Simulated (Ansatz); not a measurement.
Two isomers of CH6AlFSi: A = `F[CH2][AlH][SiH3]`, B = `[F][AlH][CH2][SiH3]`.

Isolated molecules relaxed with PBE0-D4/def2-TZVP in Ansatz; ΔE leaves out vibrations. CBS: MP2 limit from def2 TZ/QZ plus the TZ coupled-cluster correction, frozen cores. DFT in def2-TZVPP. Each species was taken in one conformer, which may not be the lowest.

A:

Z-matrix (Å, degrees):
```
C
Al 1 1.984
F 1 1.400 2 111.4
H 1 1.098 2 112.0 3 120.7
H 1 1.098 2 112.0 3 -120.7
Si 2 2.454 1 118.8 3 0.0
H 2 1.592 1 116.8 3 -180.0
H 6 1.491 2 110.5 1 59.2
H 6 1.490 2 112.8 1 179.8
H 6 1.491 2 110.5 1 -59.6
```

B:

Z-matrix (Å, degrees):
```
C
Al 1 1.935
Si 1 1.868 2 114.6
H 1 1.096 2 109.3 3 -121.5
H 1 1.096 2 108.6 3 120.7
F 2 1.652 1 118.0 3 89.3
H 2 1.577 1 125.3 3 -90.4
H 3 1.488 1 112.3 2 176.6
H 3 1.490 1 110.1 2 56.3
H 3 1.488 1 110.3 2 -62.4
```

Q: Which isomer does CCSD(T)/CBS put lower? Give the gap. (An estimate is asked.)

A: Computed: B, by 76.7 kcal/mol.

Q: Give E(B) − E(A) in kcal/mol with MP2/def2-TZVPP, HF/def2-TZVPP, CCSD(T)/def2-TZVPP, LDA (SPW92), B2PLYP, ωB97M-V, CCSD/def2-TZVPP. (An estimate is asked.)

A: Ansatz gave: MP2/def2-TZVPP -81.1, HF/def2-TZVPP -74.8, CCSD(T)/def2-TZVPP -75.7, LDA (SPW92) -69.9, B2PLYP -75.7, ωB97M-V -75.7, CCSD/def2-TZVPP -75.7. None reverses the order clearly.

Q: Does the order hold for the free energy at 298.15 K (harmonic terms from PBE0-D4)? (An estimate is asked.)

A: Computed: Yes: G(B) − G(A) = -75.6 kcal/mol, for one conformer each. Modes under 60 cm⁻¹, often nearly free rotors, make the harmonic entropy too high.

Largest T1 diagnostic: 0.012.

At CCSD(T), def2-SVP lies +2.8 kcal/mol from the extrapolated value and def2-TZVPP +1.0 kcal/mol. From PBE to PBE0 (25 % exact exchange), in def2-TZVPP and without D4, E(B) − E(A) moves by −2.4 kcal/mol.
